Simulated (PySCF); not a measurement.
Species: C3H8O2Si.
SMILES: `C1(O[SiH3])COC1`

Torsions of this conformer, `[SiH3:1][O:2][CH:3]1[CH2:4][O:5][CH2:6]1`: Si1–O2–C3–C4 -91°.

The closed-shell ground state was solved at several levels (PySCF, density fitting, gas phase, non-relativistic). One conformer (not necessarily the lowest) at the PBE0-D3(BJ)/def2-SVP geometry, without solvent, vibrations or thermal averaging.

```tsv
level	basis functions	total energy (Eh)	HOMO (eV)	LUMO (eV)	gap (eV)	dipole (D)
HF/pcSseg-1	149	-556.8382	-11.32	3.46	14.78	2.29
B97-2/pcSseg-1	149	-558.9228	-7.03	0.26	7.29	2.00
B3LYP/def2-SVPD	194	-558.7977	-7.21	-0.23	6.98	1.88
PBE0/6-311+G(2d,p)	218	-558.7123	-7.40	-0.21	7.19	1.83
PBE0/6-31+G*	128	-558.6062	-7.37	-0.19	7.18	2.07
PBE0/STO-3G	42	-551.8018	-3.93	6.75	10.68	1.91
PBE0/def2-SVPD	194	-558.3508	-7.44	-0.01	7.43	1.86
```

Task: What might HF/def2-SVPD (194 basis functions) give for the same quantities?

Result: Total energy -556.6215 Eh, HOMO -11.40 eV, LUMO 2.35 eV, gap 13.75 eV, dipole 2.11 D.

Task: Over all these levels, which gives the widest orbital gap and which the narrowest?

Result: HF/pcSseg-1 (Hartree–Fock, all exact exchange) has the widest, 14.78 eV, and B3LYP/def2-SVPD (global hybrid, 20 % exact exchange) the narrowest, 6.98 eV. Functional and basis both differ between the two, so the spread mixes both effects.

Task: How much does the basis alone move the frontier levels among the 4 PBE0 rows?

Result: The HOMO by 3.51 eV and the LUMO by 6.96 eV. By rising basis size (HOMO, LUMO in eV): STO-3G -3.93, 6.75; 6-31+G* -7.37, -0.19; def2-SVPD -7.44, -0.01; 6-311+G(2d,p) -7.40, -0.21.

Task: In the def2-SVPD basis, how does the gap go with the fixed share of exact exchange?

Result: B3LYP (20 %) 6.98 eV; PBE0 (25 %) 7.43 eV; HF (100 %) 13.75 eV. Each rise in the share widens the gap here.

Task: How far do the dipole and the HOMO energy spread over the levels?

Result: The dipole runs from 1.83 to 2.29 D (mean 1.99 D) and the HOMO from -11.40 to -3.93 eV.
